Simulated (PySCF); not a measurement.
Trend along the halogens: MK anions

CCSD(T) with double-zeta basis sets in PySCF, for the lowest determinant that a PBE0 search found; no spin–orbit coupling. De refers to high-spin ground-configuration atoms (the charge goes to the atom of lower measured ionisation energy or higher electron affinity, which is not always the lowest computed limit).

| M | basis | reference, frozen orbitals | charged atom | state (unpaired electrons) | Re (Å) | ωe (cm⁻¹) | De (eV) |
| --- | --- | --- | --- | --- | --- | --- | --- |
| F | def2-SVPD | UHF, 6 | F− | doublet (σ ↑) | 2.333 | 343 | 2.03 |
| Cl | def2-SVPD | UHF, 10 | Cl− | doublet (σ ↑) | 2.899 | 205 | 1.33 |
| I | def2-SVPD | UHF, 9 | I− | doublet (σ ↑) | 3.359 | 123 | 0.98 |

The shortest bond is that of KF⁻ (2.333 Å), the longest that of KI⁻ (3.359 Å). KF⁻ is bound most strongly (2.03 eV) and KI⁻ least (0.98 eV).

Down a group the atoms grow and get heavier, so bonds lengthen and wavenumbers fall; this series shows no clear exception.

Correlated steps freeze the inner cores (6 to 10 orbitals); shallow outer-core shells are correlated. Correlated levels converge slowly with the basis: in double zeta they bind strong bonds too weakly, by up to about 1 eV, and carry superposition errors of some tenths. Spin–orbit coupling is left out. For an ion De counts to the pair picked by the measured ionisation energies or electron affinities, which need not be the lowest pair at this level. States were picked by a PBE0 search and need not be the measured ground states.
